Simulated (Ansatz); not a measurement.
Ansatz (an electronic-structure program) input (B3LYP-D3(BJ)/def2-TZVP):

Ansatz 0.2 input:
```yaml
crystal:
  periodic: [false, false, false]
  atoms:
    - {symbol: C, position_ang: [1.70161440, -0.25838259, 0.02280429]}
    - {symbol: C, position_ang: [0.66537847, 0.51635584, 0.01308827]}
    - {symbol: Cl, position_ang: [-0.99344440, -0.10901309, -0.01506937]}
    - {symbol: H, position_ang: [1.99597846, -1.29178882, 0.02006940]}
    - {symbol: H, position_ang: [0.69061921, 1.59717185, 0.02075454]}
basis:
  gaussian:
    orbitals: def2-TZVP
hamiltonian:
  xc: b3lyp
  dispersion: d3bj
magnetization: {spin_polarized: true, initial_magnetization: 1}
phonons: {temperatures: {t_min: 298.15, t_max: 298.15, t_step: 100}}
```

Output:

```
Functional definition: B3LYP
integrals: 0.03 GiB planned
711 factors; their error is unknown
mean field: 0.39 GiB planned
mean field evaluation 1: about -14621.8695 eV, gradient 3.4e1 eV
mean field evaluation 2: about -14616.1523 eV, gradient 4.6e1 eV
mean field evaluation 4: about -14627.7379 eV, gradient 3.8e0 eV
mean field evaluation 8: about -14627.8138 eV, gradient 1.2e-1 eV
mean field evaluation 16: about -14627.8393 eV, gradient 5.7e-4 eV
mean field -14627.83928521 eV, -537.5631786258 hartree, gradient 2.7e-5 eV, S^2 0.760004; 0 other end points of the search recorded, 0 dependent functions left out
the calculation of the forces begins
reference -14627.83949716 eV, -537.5631864149 hartree; 16, 15 occupied and 95, 96 virtual orbitals, 711 factors
these checks for a lower state are left out or cut short: stability, starts, cluster_reference, orbital_swaps, neighbouring_geometries, increment
integrals: 0.03 GiB planned
711 factors; their error is unknown
mean field: 0.39 GiB planned
mean field -14627.83916784 eV, -537.5631743127 hartree, gradient 2.0e-6 eV, S^2 0.760096; 0 other end points of the search recorded, 0 dependent functions left out
the calculation of the forces begins
reference -14627.83937978 eV, -537.5631821013 hartree; 16, 15 occupied and 95, 96 virtual orbitals, 711 factors
these checks for a lower state are left out or cut short: stability, starts, cluster_reference, orbital_swaps, neighbouring_geometries, increment
integrals: 0.03 GiB planned
711 factors; their error is unknown
mean field: 0.39 GiB planned
mean field evaluation 32: about -14627.8391 eV, gradient 1.3e-4 eV
mean field -14627.83911092 eV, -537.5631722208 hartree, gradient 1.8e-6 eV, S^2 0.759915; 0 other end points of the search recorded, 0 dependent functions left out
the calculation of the forces begins
reference -14627.83932289 eV, -537.5631800105 hartree; 16, 15 occupied and 95, 96 virtual orbitals, 711 factors
these checks for a lower state are left out or cut short: stability, starts, cluster_reference, orbital_swaps, neighbouring_geometries, increment
integrals: 0.03 GiB planned
711 factors; their error is unknown
mean field: 0.39 GiB planned
mean field -14627.83918678 eV, -537.5631750088 hartree, gradient 2.0e-6 eV, S^2 0.760053; 0 other end points of the search recorded, 0 dependent functions left out
the calculation of the forces begins
reference -14627.83939874 eV, -537.5631827981 hartree; 16, 15 occupied and 95, 96 virtual orbitals, 711 factors
these checks for a lower state are left out or cut short: stability, starts, cluster_reference, orbital_swaps, neighbouring_geometries, increment
integrals: 0.03 GiB planned
711 factors; their error is unknown
mean field: 0.39 GiB planned
mean field -14627.83917345 eV, -537.5631745186 hartree, gradient 1.8e-6 eV, S^2 0.759956; 0 other end points of the search recorded, 0 dependent functions left out
the calculation of the forces begins
reference -14627.83938540 eV, -537.5631823076 hartree; 16, 15 occupied and 95, 96 virtual orbitals, 711 factors
these checks for a lower state are left out or cut short: stability, starts, cluster_reference, orbital_swaps, neighbouring_geometries, increment
integrals: 0.03 GiB planned
711 factors; their error is unknown
mean field: 0.39 GiB planned
mean field -14627.83913466 eV, -537.5631730932 hartree, gradient 1.8e-6 eV, S^2 0.759935; 0 other end points of the search recorded, 0 dependent functions left out
the calculation of the forces begins
reference -14627.83934659 eV, -537.5631808817 hartree; 16, 15 occupied and 95, 96 virtual orbitals, 711 factors
these checks for a lower state are left out or cut short: stability, starts, cluster_reference, orbital_swaps, neighbouring_geometries, increment
integrals: 0.03 GiB planned
711 factors; their error is unknown
mean field: 0.39 GiB planned
mean field evaluation 64: about -14627.8391 eV, gradient 2.0e-6 eV
mean field -14627.83914012 eV, -537.5631732940 hartree, gradient 2.0e-6 eV, S^2 0.760077; 0 other end points of the search recorded, 0 dependent functions left out
the calculation of the forces begins
reference -14627.83935209 eV, -537.5631810837 hartree; 16, 15 occupied and 95, 96 virtual orbitals, 711 factors
these checks for a lower state are left out or cut short: stability, starts, cluster_reference, orbital_swaps, neighbouring_geometries, increment
integrals: 0.03 GiB planned
711 factors; their error is unknown
mean field: 0.39 GiB planned
mean field -14627.83916360 eV, -537.5631741568 hartree, gradient 1.8e-6 eV, S^2 0.759952; 0 other end points of the search recorded, 0 dependent functions left out
the calculation of the forces begins
reference -14627.83937557 eV, -537.5631819466 hartree; 16, 15 occupied and 95, 96 virtual orbitals, 711 factors
these checks for a lower state are left out or cut short: stability, starts, cluster_reference, orbital_swaps, neighbouring_geometries, increment
integrals: 0.03 GiB planned
711 factors; their error is unknown
mean field: 0.39 GiB planned
mean field -14627.83917181 eV, -537.5631744584 hartree, gradient 2.0e-6 eV, S^2 0.760058; 0 other end points of the search recorded, 0 dependent functions left out
the calculation of the forces begins
reference -14627.83938374 eV, -537.5631822468 hartree; 16, 15 occupied and 95, 96 virtual orbitals, 711 factors
these checks for a lower state are left out or cut short: stability, starts, cluster_reference, orbital_swaps, neighbouring_geometries, increment
integrals: 0.03 GiB planned
711 factors; their error is unknown
mean field: 0.39 GiB planned
mean field -14627.83918561 eV, -537.5631749655 hartree, gradient 1.8e-6 eV, S^2 0.759992; 0 other end points of the search recorded, 0 dependent functions left out
the calculation of the forces begins
reference -14627.83939753 eV, -537.5631827535 hartree; 16, 15 occupied and 95, 96 virtual orbitals, 711 factors
these checks for a lower state are left out or cut short: stability, starts, cluster_reference, orbital_swaps, neighbouring_geometries, increment
integrals: 0.03 GiB planned
711 factors; their error is unknown
mean field: 0.39 GiB planned
mean field evaluation 96: about -14627.8393 eV, gradient 1.9e-6 eV
mean field -14627.83928436 eV, -537.5631785948 hartree, gradient 1.9e-6 eV, S^2 0.760017; 0 other end points of the search recorded, 0 dependent functions left out
the calculation of the forces begins
reference -14627.83949635 eV, -537.5631863851 hartree; 16, 15 occupied and 95, 96 virtual orbitals, 711 factors
these checks for a lower state are left out or cut short: stability, starts, cluster_reference, orbital_swaps, neighbouring_geometries, increment
integrals: 0.03 GiB planned
711 factors; their error is unknown
mean field: 0.39 GiB planned
mean field -14627.83927616 eV, -537.5631782931 hartree, gradient 1.9e-6 eV, S^2 0.760009; 0 other end points of the search recorded, 0 dependent functions left out
the calculation of the forces begins
reference -14627.83948811 eV, -537.5631860822 hartree; 16, 15 occupied and 95, 96 virtual orbitals, 711 factors
these checks for a lower state are left out or cut short: stability, starts, cluster_reference, orbital_swaps, neighbouring_geometries, increment
integrals: 0.03 GiB planned
711 factors; their error is unknown
mean field: 0.39 GiB planned
mean field -14627.83927970 eV, -537.5631784233 hartree, gradient 1.9e-6 eV, S^2 0.760000; 0 other end points of the search recorded, 0 dependent functions left out
the calculation of the forces begins
reference -14627.83949165 eV, -537.5631862125 hartree; 16, 15 occupied and 95, 96 virtual orbitals, 711 factors
these checks for a lower state are left out or cut short: stability, starts, cluster_reference, orbital_swaps, neighbouring_geometries, increment
integrals: 0.03 GiB planned
711 factors; their error is unknown
mean field: 0.39 GiB planned
mean field -14627.83929334 eV, -537.5631789245 hartree, gradient 1.9e-6 eV, S^2 0.760002; 0 other end points of the search recorded, 0 dependent functions left out
the calculation of the forces begins
reference -14627.83950533 eV, -537.5631867153 hartree; 16, 15 occupied and 95, 96 virtual orbitals, 711 factors
these checks for a lower state are left out or cut short: stability, starts, cluster_reference, orbital_swaps, neighbouring_geometries, increment
integrals: 0.03 GiB planned
711 factors; their error is unknown
mean field: 0.39 GiB planned
mean field -14627.83924783 eV, -537.5631772523 hartree, gradient 1.9e-6 eV, S^2 0.760007; 0 other end points of the search recorded, 0 dependent functions left out
the calculation of the forces begins
reference -14627.83945974 eV, -537.5631850398 hartree; 16, 15 occupied and 95, 96 virtual orbitals, 711 factors
these checks for a lower state are left out or cut short: stability, starts, cluster_reference, orbital_swaps, neighbouring_geometries, increment
integrals: 0.03 GiB planned
711 factors; their error is unknown
mean field: 0.39 GiB planned
mean field evaluation 128: about -14627.8127 eV, gradient 1.3e-4 eV
mean field -14627.83923954 eV, -537.5631769474 hartree, gradient 1.9e-6 eV, S^2 0.760005; 0 other end points of the search recorded, 0 dependent functions left out
the calculation of the forces begins
reference -14627.83945150 eV, -537.5631847370 hartree; 16, 15 occupied and 95, 96 virtual orbitals, 711 factors
these checks for a lower state are left out or cut short: stability, starts, cluster_reference, orbital_swaps, neighbouring_geometries, increment
integrals: 0.03 GiB planned
711 factors; their error is unknown
mean field: 0.39 GiB planned
mean field -14627.83922092 eV, -537.5631762633 hartree, gradient 1.9e-6 eV, S^2 0.760003; 0 other end points of the search recorded, 0 dependent functions left out
the calculation of the forces begins
reference -14627.83943286 eV, -537.5631840519 hartree; 16, 15 occupied and 95, 96 virtual orbitals, 711 factors
these checks for a lower state are left out or cut short: stability, starts, cluster_reference, orbital_swaps, neighbouring_geometries, increment
integrals: 0.03 GiB planned
711 factors; their error is unknown
mean field: 0.39 GiB planned
mean field -14627.83927015 eV, -537.5631780726 hartree, gradient 1.9e-6 eV, S^2 0.760000; 0 other end points of the search recorded, 0 dependent functions left out
the calculation of the forces begins
reference -14627.83948213 eV, -537.5631858624 hartree; 16, 15 occupied and 95, 96 virtual orbitals, 711 factors
these checks for a lower state are left out or cut short: stability, starts, cluster_reference, orbital_swaps, neighbouring_geometries, increment
integrals: 0.03 GiB planned
711 factors; their error is unknown
mean field: 0.39 GiB planned
mean field -14627.83926811 eV, -537.5631779976 hartree, gradient 1.9e-6 eV, S^2 0.760008; 0 other end points of the search recorded, 0 dependent functions left out
the calculation of the forces begins
reference -14627.83948005 eV, -537.5631857860 hartree; 16, 15 occupied and 95, 96 virtual orbitals, 711 factors
these checks for a lower state are left out or cut short: stability, starts, cluster_reference, orbital_swaps, neighbouring_geometries, increment
integrals: 0.03 GiB planned
711 factors; their error is unknown
mean field: 0.39 GiB planned
mean field evaluation 160: about -14627.8392 eV, gradient 1.3e-4 eV
mean field -14627.83921788 eV, -537.5631761516 hartree, gradient 1.9e-6 eV, S^2 0.760003; 0 other end points of the search recorded, 0 dependent functions left out
the calculation of the forces begins
reference -14627.83942980 eV, -537.5631839394 hartree; 16, 15 occupied and 95, 96 virtual orbitals, 711 factors
these checks for a lower state are left out or cut short: stability, starts, cluster_reference, orbital_swaps, neighbouring_geometries, increment
integrals: 0.03 GiB planned
711 factors; their error is unknown
mean field: 0.39 GiB planned
mean field -14627.83923805 eV, -537.5631768928 hartree, gradient 1.9e-6 eV, S^2 0.760005; 0 other end points of the search recorded, 0 dependent functions left out
the calculation of the forces begins
reference -14627.83945004 eV, -537.5631846832 hartree; 16, 15 occupied and 95, 96 virtual orbitals, 711 factors
Total energy: -14627.98757068 eV, -537.5686280165 hartree
Atom 0 at     1.701614    -0.258383     0.022804 Å, force     0.001598    -0.001739     0.000011 eV/Å
Atom 1 at     0.665378     0.516356     0.013088 Å, force    -0.000675     0.000147    -0.000009 eV/Å
Atom 2 at    -0.993444    -0.109013    -0.015069 Å, force    -0.000077     0.000200     0.000000 eV/Å
Atom 3 at     1.995978    -1.291789     0.020069 Å, force    -0.000296     0.000653     0.000000 eV/Å
Atom 4 at     0.690619     1.597172     0.020755 Å, force    -0.000550     0.000740    -0.000003 eV/Å
Dipole moment:     0.200758     0.013834     0.002990 e Å
Vibrations: 346.17 644.79 664.24 786.42 836.68 1216.18 1635.34 3194.56 3300.15 cm⁻¹, zero-point energy 0.782621 eV
```

It need not be the lowest isomer of its formula.
